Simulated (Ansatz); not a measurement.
Results of the Gaussian-basis code of Ansatz.

A structure relaxed at PBE0-D4/def2-TZVP, charge 0, multiplicity 1:

```xyz
12

F     0.010   -2.316    1.261
Si   -0.084   -0.730    1.059
C     1.349    0.014    0.100
Si    0.055    0.898   -0.936
F    -0.122    2.420   -0.470
C    -1.316   -0.188   -0.250
H    -0.305   -0.123    2.394
H     1.860   -0.749   -0.497
H     2.097    0.600    0.631
H     0.247    0.911   -2.407
H    -1.537   -1.007   -0.944
H    -2.254    0.270    0.059
```

Task: Give its formula and SMILES.

Result: C2H6F2Si2, `F[Si@H]1C[Si@H](F)C1`.

Task: Point group (tolerance 0.08 Å, 0.16 Å for H)?

Result: Cs.

Task: Summarise the bond lengths by kind.

Result: 2 × F–Si 1.601 to 1.602 Å; 4 × C–Si 1.878 to 1.879 Å; 2 × H–Si 1.483 Å; 4 × C–H 1.089 to 1.096 Å.
